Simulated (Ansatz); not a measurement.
Input for Ansatz (a program for electronic structure): U-BHLYP/def2-TZVPP on CrF, 2S+1 = 6, a spin state set in the input, which need not be the lowest, a point of a bond scan (R = 1.792 Å).

Ansatz 0.2 input:
```yaml
crystal:
  periodic: [false, false, false]
  atoms:
    - {symbol: Cr, position_ang: [0.00000000, 0.00000000, 0.00000000]}
    - {symbol: F, position_ang: [0.00000000, 0.00000000, 1.79153900]}
basis:
  gaussian:
    orbitals: def2-TZVPP
    pivot_positions_ang: [[0.00000000, 0.00000000, 0.00000000], [0.00000000, 0.00000000, 1.79153900]]
hamiltonian:
  xc: {name: BHLYP}
magnetization: {spin_polarized: true, initial_magnetization: 5}
output: {forces: true, orbitals: {seedname: ./end}}
```

Program output:

```
WARN ansatz: RAYON_NUM_THREADS=2 ignored (pool sized by the plan → 2); use --threads N
Functional definition: BHLYP
integrals: 0.02 GiB planned
727 factors; their error is unknown
mean field: 0.36 GiB planned
mean field evaluation 1: about -31133.0734 eV, gradient 3.9e1 eV
mean field evaluation 2: about -31127.8277 eV, gradient 6.1e1 eV
mean field evaluation 4: about -31137.7361 eV, gradient 5.0e0 eV
mean field evaluation 8: about -31137.9110 eV, gradient 3.9e-1 eV
mean field evaluation 16: about -31138.2886 eV, gradient 3.9e-4 eV
mean field -31138.28858640 eV, -1144.3109992603 hartree, gradient 3.0e-5 eV, S^2 8.757651; 3 other end points of the search recorded, 0 dependent functions left out
the calculation of the forces begins
reference -31138.28871515 eV, -1144.3110039917 hartree; 19, 14 occupied and 76, 81 virtual orbitals, 727 factors
Total energy: -31138.28871515 eV, -1144.3110039917 hartree
Atom 0 at     0.000000     0.000000     0.000000 Å, force    -0.000000     0.000000     0.102601 eV/Å
Atom 1 at     0.000000     0.000000     1.791539 Å, force     0.000000    -0.000000    -0.102601 eV/Å
Dipole moment:    -0.000000     0.000000    -0.915323 e Å
```

The run converged.

Cost: roughly 7 core-seconds.
